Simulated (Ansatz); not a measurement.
`F[C](=[Se])[InH2]` + H₂O → `[OH][InH2]` + `FC=[Se]` at 298.15 K and 1 bar (formal hydrolysis of the In–C bond).

Isolated molecules relaxed with PBE0-D4/def2-TZVP in Ansatz; ΔE leaves out vibrations. CCSD(T)/CBS is the MP2 limit (def2-TZVPP, def2-QZVPP) plus CCSD(T) − MP2 in def2-TZVPP, frozen cores. This one scheme is used for every species. Elements past krypton have def2 core potentials. For In, Se outer-core shells are correlated without core-valence functions, which leaves a few kJ/mol of doubt a bond. Scalar relativity is left out up to krypton.

```
            species  CCSD(T)/CBS energy (Eh)  H − E (kJ/mol)  S (J/(mol·K))
`F[C](=[Se])[InH2]`              -2729.49754            70.1          350.7
                H₂O                -76.37941            66.4          188.7
       `[OH][InH2]`               -266.78179            78.4          275.9
          `FC=[Se]`              -2539.10585            58.1          270.5
```

H − E and S are ideal-gas, rigid-rotor, harmonic terms from PBE0-D4/def2-TZVP. 1 Eh = 2625.50 kJ/mol, R = 8.31446 J/(mol·K).

**Question.** By hand: ΔE, ΔH, ΔS and ΔG.

**Answer.** ΔE = (-266.78179) + (-2539.10585) − (-2729.49754) − (-76.37941) = -0.01069 Eh = -28.1 kJ/mol. Δ(H − E) = 78.4 + 58.1 − 70.1 − 66.4 = 0.0, so ΔH = -28.1 kJ/mol. ΔS = 275.9 + 270.5 − 350.7 − 188.7 = 7.0 J/(mol·K). ΔG = -28.1 − 298.15 × (7.0)/1000 = -30.2 kJ/mol.

**Question.** By hand: the equilibrium constant, and the temperature at which ΔG would vanish if ΔH and ΔS stayed fixed.

**Answer.** log₁₀ K = −ΔG/(RT ln 10) = 5.3. ΔH and −TΔS have one sign here, so there is no such temperature.

The number of gas molecules stays the same, so ΔS is small and ΔH decides. A doubt of 5 kJ/mol in ΔE shifts log₁₀ K by 0.9 here. These are equilibria of isolated gas molecules and say nothing of rates. Largest T1 diagnostic: 0.018 (customary marks: 0.02 for closed shells, 0.045 for open ones).
